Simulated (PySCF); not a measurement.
C3H6NO, SMILES C[N]C(C)=O, multiplicity 2.

Geometry: B3LYP-D3(BJ)/def2-SVP. The isomer is the one that the SMILES or the coordinates give; other isomers of the formula were not compared.

Level of theory: SMD-B3LYP/def2-SVP (PySCF).

Solvation free energies are E(SMD) − E(gas) at the gas-phase geometry, for 1 M in both phases. In vacuum the dipole moment is 2.01 D.

**Question.** Rank water, toluene, tetrahydrofuran by solvation free energy, most negative first.

**Answer.** water (-6.6 kcal/mol), tetrahydrofuran (-4.6 kcal/mol), toluene (-3.5 kcal/mol)
